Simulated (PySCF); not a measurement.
# Electronic absorption of C7H7NO

Species: C₇H₇NO.
SMILES: `CC(=O)c1ccncc1`

The calculation used PySCF 2.14.0, density-fitted response routines, TDDFT PBE0/def2-SVPD, vertical, gas phase, core orbitals frozen in the response. Isolated species at its GFN2-xTB geometry (one conformer only). Torsions of this conformer, `[CH3:1][C:2](=[O:3])[c:4]1[cH:5][cH:6][n:7][cH:8][cH:9]1`: C1–C2–C4–C5 180°.

**Question.** List the vertical singlet excitations with oscillator strengths and describe the spectrum.

**Answer.** 

```tsv
state	E (eV)	E (hartree)	f	symmetry	main configurations (H = HOMO, L = LUMO)
S1	3.65	0.1342	0.0000	–	H→L (65%), H-1→L (31%)
S2	4.12	0.1514	0.0020	A″	H-1→L (65%), H→L (32%)
S3	4.83	0.1776	0.045	A′	H-2→L (92%)
S4	5.15	0.1893	0.0000	–	H→L+1 (81%), H-1→L+1 (18%)
S5	5.75	0.2111	0.182	A′	H-3→L (88%), H-2→L+1 (9%)
S6	5.95	0.2185	0.0000	–	H-1→L+1 (81%), H→L+1 (18%)
S7	6.62	0.2432	0.0014	–	H→L+3 (68%), H-1→L+3 (19%)
S8	6.77	0.2489	0.0002	–	H-4→L (91%)
```

Triplets, Tamm–Dancoff:

| state | E (eV) | λ (nm) | main configurations (H = HOMO, L = LUMO) |
| --- | --- | --- | --- |
| T1 | 3.15 | 394.2 | H→L (62%), H-1→L (30%) |
| T2 | 3.55 | 348.8 | H-1→L (60%), H→L (30%) |
| T3 | 3.83 | 323.4 | H-2→L (61%), H-3→L (27%), H-2→L+1 (8%) |

The lowest singlet lies at 3.65 eV (340 nm, ultraviolet) and is dark (f under 0.0005); its leading configuration is HOMO→LUMO (65%). The most intense listed level is S5 at 5.75 eV (216 nm, f = 0.182), 2.09 eV above S1. Löwdin shares by element: HOMO nitrogen 34%, oxygen 22%, carbon 15% or more (atoms not listed hold the other 29%); LUMO carbon 32% or more, oxygen 18%, nitrogen 13% (atoms not listed hold the other 36%). The listed states span 3.12 eV, and the widest gap between neighbours is 0.71 eV (S2 to S3). The oscillator strengths of these states sum to 0.231; summed over the whole spectrum of an exact calculation they would give the number of electrons, 64 (Thomas–Reiche–Kuhn). Of the 8 states listed, 2 reach f = 0.01 and 4 stay under 0.0005. Symmetry labels in Cs follow from the direction of the transition dipole and are given only for states with f of 0.002 or more. Singlets were solved by full linear response, triplets in the Tamm–Dancoff approximation.
